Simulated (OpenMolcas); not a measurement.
# Mn2+: ligand-field states by method

Mn2+ with 6 ligands (fluoride) in octahedral coordination (Oh) at 2.14 Å. A charge of +0.667 e stands 3.2 Å behind each ligand. Ligand basis ANO-RCC-VDZP.
```
Mn    0.0000    0.0000    0.0000
F     2.1400    0.0000    0.0000
F     0.0000    2.1400    0.0000
F    -2.1400    0.0000    0.0000
F     0.0000   -2.1400    0.0000
F     0.0000    0.0000    2.1400
F     0.0000    0.0000   -2.1400
```

```
Program             : OpenMolcas
Basis               : ANO-RCC-VTZP [6s5p3d2f1g]
Scalar Hamiltonian  : DKH2, point nucleus
Active space        : 5 electrons in 5 orbitals (3d)
State averaging     : 2S+1 = 6 even, 1 root; 2S+1 = 4 even, 24 roots; 2S+1 = 2 even, 75 roots
Spin-orbit coupling : state interaction with AMFI integrals over the reference wave functions
```

I. CASSCF
II. SS-CASPT2, IPEA 0.25 Eh, imaginary shift 0.1 Eh (closed shells correlated: 3s 3p and the ligand valence shells)

Spin-free states (labels of O, the rotations of Oh) in cm-1, each column counted from its own energy of the first state listed:

| State | Degeneracy | I | II |
| --- | --- | --- | --- |
| 6A1 | 1 | 0 | 0 |
| 4T1 | 3 | 27995 | 23180 |
| 4T2 | 3 | 30848 | 25260 |
| 4E | 2 | 31751 | 26590 |
| 4A1 | 1 | 31861 | 26940 |
| 4T2 | 3 | 38056 | 30350 |
| 2T2 | 3 | 39158 | 32260 |
| 4E | 2 | 39613 | 32160 |
| 4T1 | 3 | 40106 | 35680 |
| 2A2 | 1 | 41957 | 34540 |
| 2T1 | 3 | 42386 | 35680 |
| 2T2 | 3 | 43138 | 35990 |
| 2E | 2 | 44092 | 37150 |
| 2A1 | 1 | 45164 | 38770 |
| 2T2 | 3 | 47958 | 39410 |
| 2E | 2 | 48965 | 39440 |
| 2T1 | 3 | 50687 | 40970 |
| 2T2 | 3 | 53103 | 43990 |
| 4T1 | 3 | 53141 | 44230 |
| 4A2 | 1 | 53796 | 44360 |

From I to II, I's first state of another spin (4T1) moves from 27995 to 23180 cm-1, by about -4800 cm-1.

I: A least-squares ligand-field fit to the states below 45000 cm-1, each weighted by its degeneracy and with a free common offset, gives 10Dq = 6164 cm-1, B = 1102 cm-1 and C = 4114 cm-1 (C/B = 3.73), with an rms deviation of 100 cm-1. The same method and metal basis give the free ion B = 1117 cm-1 (fit to its terms below 60000 cm-1, rms deviation 53 cm-1), so the nephelauxetic ratio is β = 1102 / 1117 = 0.99; it hangs on how both fits weigh the states, and computed free-ion B values tend to be too large, so β mixes covalency with correlation.

χT at 300 K: I 4.39, II 4.39 cm3 K/mol.

Roots that are degenerate in the reference are averaged as groups; the widest CASPT2 spread within a group is 120 cm-1 (the 3-fold group of multiplicity 2 near 50100 cm-1 above the lowest state of its run, II). Shifts and gaps below about the spread of the groups concerned are not significant. Over all roots computed the reference weight is 0.70 to 0.71 in II; a low but even weight reflects the number of correlated electrons. Ligand-to-metal charge-transfer states are missing. With no ligand orbital active B as a rule stays too high, so bands that hang on it stand too high and its fall with covalency is understated. Without dynamic correlation the repulsion within the d shell is too large (B by tens of per cent), so at a given field states of lower spin stand too high (holds for I). With metal d orbitals alone and no dynamic correlation the field as a rule comes out too small, by tens of per cent, by up to half for chloride and softer ligands (holds for I). These CASPT2 states fit no ligand-field parameters well, so their order and spin gaps are uncertain (holds for II). With one d shell and no ligand orbital active, 10Dq can be off by tens of per cent for divalent 3d ions, low with halides held by bare charges and at times high in hosts (holds for II). Free-ion shares, where given, are those of the reference states; single-state CASPT2 does not remix them (holds for II). No measured value stands beside these numbers; the geometry was imposed, not optimised, and the real ion may take another.
